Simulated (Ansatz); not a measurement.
Input file:

```yaml
crystal:
  periodic: [false, false, false]
  atoms:
    - { symbol: Li, position_ang: [-0.889112, 1.598704, -1.944289] }
    - { symbol: C, position_ang: [0.005365, 0.508791, -0.550393] }
    - { symbol: C, position_ang: [1.32865, 0.652495, -0.394193] }
    - { symbol: Ge, position_ang: [-0.859233, -0.768282, 0.630783] }
    - { symbol: H, position_ang: [1.926511, 1.341133, -0.999914] }
    - { symbol: H, position_ang: [1.936207, 0.109964, 0.337036] }
    - { symbol: H, position_ang: [0.102413, -1.473894, 1.617919] }
    - { symbol: H, position_ang: [-1.58351, -1.877049, -0.173439] }
    - { symbol: H, position_ang: [-1.967291, -0.091872, 1.4765] }
basis:
  gaussian: { orbitals: def2-SVP }
hamiltonian:
  xc: hf
neb:
  order_check: false
  images: 5
  f_tol: 0.03
  max_iterations: 60
  final_atoms:
    - { symbol: Li, position_ang: [-0.89222248, 1.27011635, 0.06175341] }
    - { symbol: C, position_ang: [0.12389536, -0.66650869, -0.40695503] }
    - { symbol: C, position_ang: [1.18216514, 0.1030215, -0.68053692] }
    - { symbol: Ge, position_ang: [-0.95235624, -0.81678941, 1.35724351] }
    - { symbol: H, position_ang: [1.60073673, 0.78846101, 0.05628066] }
    - { symbol: H, position_ang: [1.72496409, 0.04703788, -1.62056734] }
    - { symbol: H, position_ang: [-0.4051407, 0.66846121, 1.80693754] }
    - { symbol: H, position_ang: [-0.1759746, -1.35520727, -1.19702398] }
    - { symbol: H, position_ang: [-2.20606729, -0.03860258, 0.62287814] }
  initial_path:
    images:
      - { positions_ang: [[-0.889112, 1.598704, -1.944289], [0.005365, 0.508791, -0.550393], [1.32865, 0.652495, -0.394193], [-0.859233, -0.768282, 0.630783], [1.926511, 1.341133, -0.999914], [1.936207, 0.109964, 0.337036], [0.102413, -1.473894, 1.617919], [-1.58351, -1.877049, -0.173439], [-1.967291, -0.091872, 1.4765]] }
      - { positions_ang: [[-0.85787482, 1.50685295, -1.95779818], [-0.04222747, 0.4423717, -0.54119071], [1.27703909, 0.61786493, -0.40167816], [-0.86119426, -0.82503128, 0.68698178], [1.85281084, 1.30227678, -1.02995066], [1.89606738, 0.10514285, 0.33830031], [0.10403112, -1.48778544, 1.68032403], [-1.39835026, -1.49511022, -0.29729782], [-1.97030162, -0.16659227, 1.52231941]] }
      - { positions_ang: [[-0.82663764, 1.4150019, -1.97130736], [-0.08981994, 0.3759524, -0.53198843], [1.22542818, 0.58323486, -0.40916332], [-0.86315553, -0.88178055, 0.74318055], [1.77911068, 1.26342056, -1.05998732], [1.85592776, 0.1003217, 0.33956462], [0.10564925, -1.50167689, 1.74272906], [-1.21319051, -1.11317144, -0.42115664], [-1.97331224, -0.24131254, 1.56813882]] }
      - { positions_ang: [[-0.79540046, 1.32315085, -1.98481654], [-0.13741242, 0.30953311, -0.52278614], [1.17381726, 0.5486048, -0.41664848], [-0.86511679, -0.93852983, 0.79937933], [1.70541052, 1.22456433, -1.09002398], [1.81578815, 0.09550055, 0.34082893], [0.10726737, -1.51556833, 1.8051341], [-1.02803077, -0.73123265, -0.54501545], [-1.97632286, -0.31603281, 1.61395824]] }
      - { positions_ang: [[-0.82767447, 1.30547268, -1.30262656], [-0.05030983, -0.01581416, -0.48417577], [1.17659989, 0.40007703, -0.50461129], [-0.89419661, -0.89794969, 0.98533406], [1.67051925, 1.07919656, -0.70792243], [1.78551346, 0.07934633, -0.31296983], [-0.06353532, -0.78755849, 1.80573524], [-0.74401204, -0.93922419, -0.76235163], [-2.05290434, -0.22355607, 1.2835982]] }
      - { positions_ang: [[-0.85994847, 1.28779452, -0.62043657], [0.03679277, -0.34116143, -0.4455654], [1.17938252, 0.25154927, -0.59257411], [-0.92327642, -0.85736955, 1.17128879], [1.63562799, 0.93382879, -0.32582089], [1.75523878, 0.0631921, -0.96676858], [-0.23433801, -0.05954864, 1.80633639], [-0.45999332, -1.14721573, -0.9796878], [-2.12948582, -0.13107932, 0.95323817]] }
      - { positions_ang: [[-0.89222248, 1.27011635, 0.06175341], [0.12389536, -0.66650869, -0.40695503], [1.18216514, 0.1030215, -0.68053692], [-0.95235624, -0.81678941, 1.35724351], [1.60073673, 0.78846101, 0.05628066], [1.72496409, 0.04703788, -1.62056734], [-0.4051407, 0.66846121, 1.80693754], [-0.1759746, -1.35520727, -1.19702398], [-2.20606729, -0.03860258, 0.62287814]] }
```

Run as:

```bash
$ ansatz run input.yaml --threads 2 --pin off --max-ram 3072MiB --backend cpu --events-out ev --progress --plain --runs-dir out
```

Hardware: 2 threads of Arm Neoverse V2 (shared host).

Question: Roughly how long does this run take, and how much memory?

Answer: 4 min, with a peak of 0.19 GiB, for 51 band iterations.
